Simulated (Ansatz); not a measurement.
The first iterations of a band of CHBrSi (4 atoms, charge 0, multiplicity 1).

Method: Ansatz, UKS B3LYP/def2-SVP.

```yaml
movable_images: 5
climbing_image: yes
spring: 5.0 eV/Å²
optimiser: fire
start_path: through a guess of the saddle point
force_threshold: 0.03 eV/Å
iteration_limit: 60
end_points: relaxed
largest_step: 0.5 Å
```

First end point:

```xyz
4
Properties=species:S:1:pos:R:3
Si -0.550 1.084 -0.218
C 0.383 -0.232 0.296
Br 1.588 -1.245 1.159
H -1.422 0.392 -1.238
```

Last end point:

```xyz
4
Properties=species:S:1:pos:R:3
Si 0.019 1.568 0.455
C -0.274 0.023 -0.252
Br 1.089 -0.999 0.754
H -0.835 -0.591 -0.957
```

| iteration | highest image above the first end (eV) | largest band force component (eV/Å) |
| --- | --- | --- |
| 1 | 2.632 | 4.320 |
| 2 | 1.827 | 3.936 |
| 3 | 0.993 | 3.337 |
| 4 | 0.811 | 1.475 |
| 5 | 0.564 | 2.398 |
| 6 | 0.429 | 1.930 |
| 7 | 0.347 | 2.974 |
| 8 | 0.235 | 0.897 |
| 9 | 0.211 | 1.882 |
| 10 | 0.124 | 1.375 |
| 11 | 0.093 | 0.666 |
| 12 | 0.060 | 0.796 |

Does the band converge within its limit, and where does its top end?

The run converged. It ended after 38 iterations with the highest image 0.007 eV above the first end. The top lies less than 8 meV above the higher end, about what the thresholds resolve: that end is a shoulder or a very shallow well. Another band between the same ends (5 images) ends at a top of the same energy, where a vibrational analysis finds 1 clearly imaginary mode. The orbitals stay closed-shell, which can raise the energy where a bond breaks towards radicals; this wasn't checked here.

The run took 5.9 min on 2 threads of Arm Neoverse V1, on a shared host, peak memory 0.2 GiB.
